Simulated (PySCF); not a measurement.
A PySCF script (with the pyscf-properties extension) for the NMR shieldings of `C=C[C@@H]1CC[Si@@H]1CCC`, C$_{8}$H$_{16}$Si, on a PBE0-D3(BJ)/def2-SVP geometry:

```python
import basis_set_exchange as bse
import numpy as np
from pyscf import gto, dft
from pyscf.prop import nmr

atoms = """
C    -3.379144    1.748503    0.035355
C    -2.375621    0.930277    0.367047
C    -1.937656   -0.269549   -0.383587
C    -1.614916   -1.561519    0.424773
C    -0.479562   -2.187532   -0.425377
Si   -0.158850   -0.436784   -1.076571
C     1.124664    0.532883   -0.099385
C     2.569465    0.117555   -0.377709
C     3.591023    0.908933    0.425599
H    -3.614832    2.633505    0.631700
H    -3.997184    1.564092   -0.849540
H    -1.791691    1.162560    1.268931
H    -2.648055   -0.503642   -1.195170
H    -1.228627   -1.277523    1.418798
H    -2.488204   -2.211994    0.601431
H     0.289280   -2.745922    0.127418
H    -0.883563   -2.842355   -1.213995
H     0.065112   -0.234460   -2.546260
H     0.896689    0.416151    0.975401
H     0.985353    1.606796   -0.320577
H     2.690345   -0.959149   -0.163763
H     2.784140    0.230180   -1.455172
H     3.424959    0.787613    1.508213
H     4.620391    0.585277    0.206651
H     3.523756    1.985755    0.201699
"""
names = dict.fromkeys(["C", "Si", "H"], "pcSseg-1")
basis = {el: gto.basis.parse(bse.get_basis(n, elements=[el], fmt="nwchem")) for el, n in names.items()}
mol = gto.M(atom=atoms, basis=basis, charge=0, verbose=0)
mf = dft.RKS(mol, xc="PBE0")
mf.grids.level = 2
mf.grids.alignment = dft.numint.BLKSIZE   # the property module wants whole blocks of grid points
mf.conv_tol = 1e-9
mf.kernel()

calc = nmr.RKS(mf)   # GIAO
C = mf.mo_coeff
Co = C[:, mf.mo_occ > 0]
resp = mf.gen_response(singlet=True, hermi=2)
def vind(x):   # induced exchange potential for any number of trial vectors
    d = np.einsum("pi,xij,qj->xpq", C, 2 * x.reshape(-1, C.shape[1], Co.shape[1]), Co, optimize=True)
    return np.einsum("xpq,pi,qj->xij", resp(d - d.transpose(0, 2, 1)), C, Co, optimize=True).ravel()
mo1, _ = nmr.rhf.solve_mo1(calc, with_cphf=vind)
sigma = calc.kernel(mo1)
for i, s in enumerate(sigma):   # ppm
    print("%2d %-2s %9.2f" % (i, mol.atom_pure_symbol(i), np.trace(s) / 3))
```

**Question.** What are the results?

**Answer.** 
```
 0 C      68.05
 1 C      35.29
 2 C     147.62
 3 C     153.57
 4 C     175.53
 5 Si    346.88
 6 C     170.66
 7 C     164.29
 8 C     163.93
 9 H      26.38
10 H      26.20
11 H      25.37
12 H      28.93
13 H      29.34
14 H      28.74
15 H      30.47
16 H      30.22
17 H      26.30
18 H      30.45
19 H      30.63
20 H      29.97
21 H      30.02
22 H      30.29
23 H      29.92
24 H      30.26
```

These numbers come from an equivalent density-fitted implementation of the same equations, which agrees with the script to about 0.01 ppm for H and up to a few tenths of a ppm for heavy atoms, so last digits may differ.

**Question.** Turn these shieldings into chemical shifts. Chemical shifts δ = σref − σ; TMS for ¹³C (σref 184.41), ²⁹Si (σref 351.99), ¹H (σref 31.27), all at this level.

**Answer.** Averaging equivalent atoms: C 1: 149.1; C 0: 116.4; C 2: 36.8; C 3: 30.8; C 8: 20.5; C 7: 20.1; C 6: 13.7; C 4: 8.9; Si 5: 5.1; H 11: 5.90; H 10: 5.07; H 17: 4.96; H 9: 4.89; H 14: 2.53; H 12: 2.33; H 13: 1.93; H 20: 1.30; H 21: 1.24; H 22/23/24: 1.11; H 16: 1.05; H 18: 0.81; H 15: 0.80; H 19: 0.64 ppm. 

Size and cost of the density-fitted run: 240 basis functions, 50 s wall time on 1 thread of an Arm Neoverse V1, shared host; peak memory 1.2 GiB.
